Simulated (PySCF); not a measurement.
Excitations are Tamm–Dancoff values on a coarser integration grid. The basis has no diffuse functions, so Rydberg states are missing or too high.

Cartesian coordinates (Å):
```xyz
9

S     -1.7419     0.3757    -1.3219
Ge     0.0003     0.0003     0.0000
S      0.2590    -2.0970     0.6769
S      1.8080     0.5070    -1.1829
S     -0.3241     1.2148     1.8286
H     -1.2223    -0.3363    -2.3395
H     -0.8519    -2.0693     1.4368
H      2.6492     0.0667    -0.2287
H     -0.5763     2.3381     1.1306
```
Charge 0, multiplicity 1.

Q: Give the S1–T1 gap (TDA), T1 excitation (TDA), HOMO, total energy and S1 excitation (TDA) at the level r2SCAN-D4/def2-TZVP in PySCF 2.14.0.

A: 
```
Item                         Value
-------------------  -------------
S1–T1 gap (TDA)            0.41 eV
T1 excitation (TDA)        4.30 eV
HOMO                      -6.70 eV
total energy         -3672.2366 Ha
S1 excitation (TDA)        4.72 eV
```
